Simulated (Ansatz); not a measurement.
Start from `N#COCN` and change one atom or group to get `NCO[SiH3]`.

Ansatz, PBE0-D4/def2-TZVP geometries, multiplicity 1. Each molecule was computed in one conformer, which needn't be the lowest.

| property | `N#COCN` |
| --- | --- |
| size of the dipole moment (PBE/def2-TZVPP) / D | 5.18 |
| LUMO energy (PBE/def2-TZVPP) / eV | -0.33 |
| LUMO energy (ωB97M-V/def2-TZVPP) / eV | 1.90 |
| zero-point energy (PBE0-D4/def2-TZVP) / kJ/mol | 180.2 |
| HOMO energy (PBE/def2-TZVPP) / eV | -6.80 |
| HOMO–LUMO gap (B3LYP/def2-TZVPP) / eV | 8.15 |

Problem. What does the change do to each property? (An estimate is asked.)

Solution. Ansatz gave: 
```csv
property,`NCO[SiH3]`,shift
size of the dipole moment (PBE/def2-TZVPP) / D,0.32,-4.86
LUMO energy (PBE/def2-TZVPP) / eV,-0.47,-0.14
LUMO energy (ωB97M-V/def2-TZVPP) / eV,1.98,0.08
zero-point energy (PBE0-D4/def2-TZVP) / kJ/mol,224.0,43.8
HOMO energy (PBE/def2-TZVPP) / eV,-6.18,0.62
HOMO–LUMO gap (B3LYP/def2-TZVPP) / eV,7.56,-0.59
```

With PBE0 the HOMO rises by 0.59 eV and the LUMO falls by 0.13 eV, so the gap narrows by about 0.72 eV. PBE moves the HOMO by 0.62 eV and ωB97M-V by 0.48 eV. The zero-point energy changes by 43.8 kJ/mol with +6 modes. Dipoles are sizes alone; their direction can turn.

B3LYP here is the variant with VWN-RPA as its local correlation; programs differ in this.
